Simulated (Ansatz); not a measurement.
# Abstraction of H: CHCl2F + GeH(GeH3)(OH) → CCl2F + GeH2(GeH3)(OH)

Species: CHCl2F (dichlorofluoromethane) `FC(Cl)Cl`, singlet; GeH(GeH3)(OH), doublet; CCl2F (dichlorofluoromethyl radical) `F[C](Cl)Cl`, doublet; GeH2(GeH3)(OH), singlet. A radical takes H: the energy is the difference in strength between the C–H bond broken and the Ge–H bond made.

Shapes, held fixed at every level: PBE0-D4/def2-TZVP. Flexible molecules stand in one conformer, not always the lowest. Programs: Ansatz 0.2.0. The zero-point and thermal change to 298 K, harmonic and unscaled (PBE0-D4/def2-TZVP), is -10.3 kJ/mol.

Question: Estimate ΔH(298 K) of this reaction.

Answer: The highest level, CCSD(T)/def2-TZVPP, gives ΔH(298 K) = +63.0 kJ/mol; the levels span +55.3 to +70.6. The column of differences is taken from that level and isn't an error. No measured value is set beside it here. Open shells run unrestricted. Relativity is left out for Ge. Outer-core shells of Ge are correlated in most correlated rows, in sets that cover them unevenly. Times are processor times on shared x86 and Arm servers, and rough.

```
                level                   kind  ΔH(298 K) (kJ/mol)  less CCSD(T)/def2-TZVPP  CPU time (sum over the molecules)
       MP2/def2-TZVPP    perturbation theory               +70.6                     +7.6                                  –
     SPW92/def2-TZVPP                    LDA               +67.4                     +4.4                               20 s
 r2SCAN-D4/def2-TZVPP               meta-GGA               +56.2                     -6.8                               76 s
   PBE0-D4/def2-TZVPP          global hybrid               +62.2                     -0.8                               51 s
r2SCAN0-D4/def2-TZVPP          global hybrid               +55.3                     -7.7                               87 s
    B2PLYP/def2-TZVPP          double hybrid               +64.1                     +1.1                               77 s
        CCSD/def2-SVP  coupled cluster or CI               +57.8                     -5.2                                  –
   CCSD(T)/def2-TZVPP  coupled cluster or CI               +63.0                      0.0                             49 min
```
